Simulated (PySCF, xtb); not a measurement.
Al(Me)(H) (CH4Al), SMILES [CH3][AlH], multiplicity 2.

Harmonic wavenumbers (cm⁻¹) from GFN2-xTB (xtb) at its own minimum, in rising order: 34, 309, 465, 507, 604, 1281, 1443, 1445, 1549, 2899, 2905, 2916.

Question: What does ωB97X-D3(BJ)/def2-TZVP in PySCF 2.14.0 give at its own minimum? (An estimate is asked for; the answer gives what the named calculation found.)

Answer: 116, 464, 538, 631, 763, 1219, 1444, 1457, 1835, 3038, 3108, 3150. Paired by order, the mean absolute difference is 128 cm⁻¹ and the zero-point energies are 23.4 and 25.4 kcal/mol.
